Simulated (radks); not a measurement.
Results of a calculation; reference values are marked as such.
Coulomb parameter of the 4d shell of neutral niobium in the model configuration [Kr] 4d4 5s1, as a second difference U = [E(n + 0.25) + E(n - 0.25) - 2 E(n)] / (0.25)^2 with all orbitals relaxed. "Bare": the charge of the atom changes with n. "Screened": the 5s shell takes up the change at fixed total charge, which measures U(4d,4d) + U(5s,5s) - 2 U(4d,5s). Code: a radial shooting solver on a logarithmic mesh with Libxc functionals. Model: Dirac Kohn-Sham, PBE, spin-unpolarised, spherical densities, point nucleus; open shells are shared between the two j in proportion to 2j + 1.

| case | configuration | E - E(n) (eV) |
|---|---|---|
| start | [Kr] 4d4 5s1 | 0.000 |
| bare +0.25 | [Kr] 4d4.25 5s1 | -0.549 |
| bare -0.25 | [Kr] 4d3.75 5s1 | 0.988 |
| screened +0.25 | [Kr] 4d4.25 5s0.75 | 0.258 |
| screened -0.25 | [Kr] 4d3.75 5s1.25 | -0.211 |

U(bare) = 7.026 eV, U(screened by 5s) = 0.752 eV. The step up makes a negative ion, whose loosely bound charge lowers the bare value.
